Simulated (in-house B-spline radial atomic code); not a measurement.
A fraction x of an electron is removed from 4p in Kr+, starting from [Ar] 3d10 4s2 4p5 and keeping the highest spin. Level of theory: non-relativistic r2SCAN0, spin-polarised, spherical fractional occupations, point nucleus; calculated with a B-spline radial code for spherical atoms.

Caution: exact exchange at fractional occupations of open shells leaves self-interaction of up to several eV.

```
   x  E(x) - E(0) (eV)  4p down level (eV)
   0            0.0000             -19.857
0.01            0.1990             -19.949
 0.2            4.1563             -21.710
0.31            6.6009             -22.739
0.47           10.3596             -24.247
 0.5           11.0913             -24.531
0.54           12.0801             -24.911
 0.7           16.1878             -26.437
0.87           20.8207             -28.069
0.97           23.6759             -29.034
   1           24.5513             -29.325
```

The exact functional would give a straight line between the two integer points. Deviations E(x) - E(0) - x[E(1) - E(0)], in eV: -0.047 at x = 0.01, -0.754 at x = 0.2, -1.01 at x = 0.31, -1.18 at x = 0.47, -1.184 at x = 0.5, -1.178 at x = 0.54, -0.998 at x = 0.7, -0.539 at x = 0.87, -0.139 at x = 0.97.

The curve lies below the straight line by up to 1.184 eV (at x = 0.5): convex, the delocalisation error, to which spherically averaged exact exchange adds.

Task: How well does Slater's transition state (minus the level at half occupation) give the ionisation energy?

Result: It gives 24.531 eV against 24.551 eV from the two total energies; NIST lists 24.36 eV, ground level to ground level. The end point has an open shell averaged over its orbitals, so its exact exchange keeps a self-interaction and this is no true integer point.
